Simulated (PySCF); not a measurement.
Compound: C₂H₉B₂N.
Numbering: `[BH2:1][B:2]([CH3:3])[NH:4][CH3:5]` (hydrogens: H6, H7 on B1; H8, H9, H10 on C3; H11 on N4; H12, H13, H14 on C5)

The calculation used PySCF 2.14.0, PBE0-D3(BJ)/def2-SVP geometry optimisation, gas phase.

Problem. What internal coordinates does the optimisation give?

Solution. 
```json
{"bond": "B1–B2", "length (bohr)": "3.183", "order": "single"}
{"bond": "B2–C3", "length (bohr)": "3.018", "order": "single"}
{"bond": "B2–N4", "length (bohr)": "2.649", "order": "single"}
{"bond": "N4–C5", "length (bohr)": "2.724", "order": "single"}
{"bond": "B1–H6, B1–H7", "length (bohr)": "2.296", "order": "single"}
{"bond": "C3–H8, C3–H9, C3–H10", "length (bohr)": "2.084", "order": "single"}
{"bond": "N4–H11", "length (bohr)": "1.914", "order": "single"}
{"bond": "C5–H12, C5–H13, C5–H14", "length (bohr)": "2.082", "order": "single"}
```

Bonds in one row agree within 0.02 bohr and their mean is given. Orders are formal, as drawn. A selection of angles:
```json
{"angle": "B2–B1–H6", "degrees": "122.0"}
{"angle": "B2–B1–H7", "degrees": "122.7"}
{"angle": "H6–B1–H7", "degrees": "114.9"}
{"angle": "B1–B2–C3", "degrees": "114.0"}
{"angle": "B1–B2–N4", "degrees": "125.6"}
{"angle": "C3–B2–N4", "degrees": "120.5"}
{"angle": "B2–C3–H8", "degrees": "109.8"}
{"angle": "B2–C3–H9", "degrees": "111.6"}
{"angle": "B2–C3–H10", "degrees": "114.0"}
{"angle": "H8–C3–H9", "degrees": "107.2"}
{"angle": "B2–N4–C5", "degrees": "128.3"}
{"angle": "B2–N4–H11", "degrees": "118.7"}
{"angle": "C5–N4–H11", "degrees": "113.0"}
{"angle": "N4–C5–H12", "degrees": "112.1"}
{"angle": "N4–C5–H13", "degrees": "110.2"}
{"angle": "H12–C5–H13", "degrees": "107.4"}
```

Torsions: B1–B2–N4–C5 -179° (antiperiplanar). The mirror-image conformer, all signs reversed, is as good.

The 5 heavy atoms lie in one plane (0.004 Å rms). Of the pairs four or more bonds apart, C3···H13 is among the closest relative to their van der Waals radii: 2.63 Å, 91 % of the sum of Bondi's values. B2 (three-coordinate boron) is planar (angles 125.6°, 120.5° and 114.0°, sum 360.0°, 0.01 Å off the plane of its three neighbours). B1 (three-coordinate boron) is planar (angles 122.7°, 122.0° and 114.9°, sum 359.6°, 0.05 Å off the plane of its three neighbours). N4 (boron-bound nitrogen) is planar (angles 128.3°, 118.7° and 113.0°, sum 360.0°, 0.00 Å off the plane of its three neighbours).

Point group: near Cs, missed by 0.28 Å at most; the miss may be what the optimiser left on a soft mode. No frequency check. The numbers are those of one conformer.
